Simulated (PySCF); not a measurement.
C₂H₈ClNSi, SMILES N[C@H]([SiH2]Cl)C. The structure is a stationary point at PBE-D3(BJ)/def2-SVP. The structure was generated by enumeration; whether it is a known compound was not checked. The values are those of a single conformer.

Computed equilibrium geometry at PBE-D3(BJ)/def2-SVP (PySCF confirms it by a frequency run) as a Z-matrix (one conformer of several):
```
C
H 1 1.1238
N 1 1.4633 2 114.66
H 3 1.0286 1 110.09 2 57.61
H 3 1.0296 4 106.37 1 119.37
C 1 1.5333 2 108.02 3 -123.48
H 6 1.1093 1 110.85 2 -177.71
H 6 1.1094 7 108.95 1 -123.67
H 6 1.1118 7 107.24 8 -115.56
Si 1 1.9009 2 106.53 6 -117.40
H 10 1.5004 1 111.48 2 172.35
H 10 1.5034 11 110.41 1 123.91
Cl 10 2.0973 11 108.16 12 117.82
```
